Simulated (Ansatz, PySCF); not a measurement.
Gas-phase reaction in SMILES: CS (CH4S) → [CH2]S + H atom (the C-H bond at the site shown breaks; other sites are not compared here)
Geometries: B3LYP-D3(BJ)/def2-TZVP minima from Ansatz (a quantum-chemistry and plane-wave program), one conformer each, not searched for the lowest.

Quantity: bond dissociation energy (electronic energy difference), in kcal/mol. Cores are frozen in the correlated levels unless marked. UHF or UKS for open shells. Spin-orbit coupling is left out. No relativistic terms. Basis-set limits of correlation are two-point, X^-3; Hartree-Fock from the larger set. The bracket is a focal-point correction in the basis named.

Level to compare with: RI-MP2/CBS(aug-cc-pV(T+d)Z,aug-cc-pV(Q+d)Z)+[CCSD(T)-MP2]/aug-cc-pV(T+d)Z (Ansatz), 103.0 kcal/mol. It is a level with limits of its own, and the differences hold the functionals' basis error too.

Rank these functionals by how close they come to RI-MP2/CBS(aug-cc-pV(T+d)Z,aug-cc-pV(Q+d)Z)+[CCSD(T)-MP2]/aug-cc-pV(T+d)Z, closest first: M06-2X/def2-TZVPD (PySCF); TPSS/def2-TZVPD (PySCF); SVWN5/def2-TZVPD (Ansatz).

M06-2X/def2-TZVPD (hybrid meta-GGA, 102.2 kcal/mol, difference -0.8), TPSS/def2-TZVPD (meta-GGA, 99.7 kcal/mol, difference -3.3), SVWN5/def2-TZVPD (LDA, 107.3 kcal/mol, difference 4.3)
